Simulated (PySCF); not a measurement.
C₂H₇F₂NSi. Atoms are numbered in the order given.

```xyz
13

N      2.8078     0.1706     0.0000
Si     1.1938    -0.4501     0.0000
C     -0.1369     0.9173     0.0000
C     -1.5617     0.4362     0.0000
F     -1.7987    -0.3322    -1.0923
F     -1.7987    -0.3322     1.0923
H      3.2109     0.5760     0.8361
H      3.2109     0.5760    -0.8361
H      1.0258    -1.2750    -1.2306
H      1.0258    -1.2750     1.2306
H      0.0190     1.5570     0.8844
H      0.0190     1.5570    -0.8844
H     -2.3099     1.2500     0.0000
```

The structure is a stationary point at PBE0-D3(BJ)/def2-SVP. The structure was generated by enumeration, and PubChem lists no compound with its InChIKey, so it may never have been made. The values are those of a single conformer.

Calculation: ωB97X/def2-TZVP in PySCF.

Isolated molecule, no solvent.

Computed frontier levels, gap, dipole moment and polarisability:
- highest occupied level: -9.84 eV
- lowest empty level: 2.48 eV
- orbital gap: 12.31 eV
- dipole moment: 3.43 D
- quadrupole, principal values (traceless, Buckingham form, about the centre of nuclear charge): -1.48, -1.01, 2.49 D·Å
- mean static polarisability: 57.8 bohr³ (8.57 Å³)
- polarisability, principal values: 54.0, 55.0, 64.5 bohr³
